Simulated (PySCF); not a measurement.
## Computed properties of BClI2, SMILES ClB(I)I

BClI2, SMILES B(I)(Cl)I. Coordinates come from a r2SCAN-D4/def2-SVP optimisation. The def2 effective core potentials stand for the cores of I; spin–orbit coupling is left out. The values are those of a single conformer. All values are computed for the isolated molecule unless a solvent is named; none is compared with measurement here.

**Structure.** The optimised structure has C2v symmetry. All 6 harmonic modes at r2SCAN-D4/def2-SVP (PySCF) are real, so it is a minimum. With heavy atoms numbered as in [B:1]([Cl:2])([I:3])[I:4], the shortest bond between them is B1–Cl2 at 1.744 Å and the longest B1–I4 at 2.132 Å.

**Vibrations.** The strongest infrared lines (harmonic, unscaled, degenerate partners summed) lie at 727 cm⁻¹ (332 km/mol, B 96 %), 903 cm⁻¹ (287 km/mol, B 84 %, Cl 16 %). The softest mode is at 120 cm⁻¹ and the zero-point energy is 3.7 kcal/mol.

**Electronic structure.** CAM-B3LYP/def2-TZVP (PySCF) places the frontier levels at -8.82 and -1.19 eV, a gap of 7.63 eV, and gives a dipole moment of 0.09 D and a mean polarisability of 88.9 bohr³.

**Excitations.** TDDFT-PBE0/def2-SVPD (PySCF) has S1 at 3.87 eV (320 nm, f = 0.000, dark); the most intense of the 10 singlets computed lies at 4.72 eV (f = 0.13). T1 (TDA) is at 3.73 eV. No vertical singlet excitation falls in the visible range (under 3.1 eV).
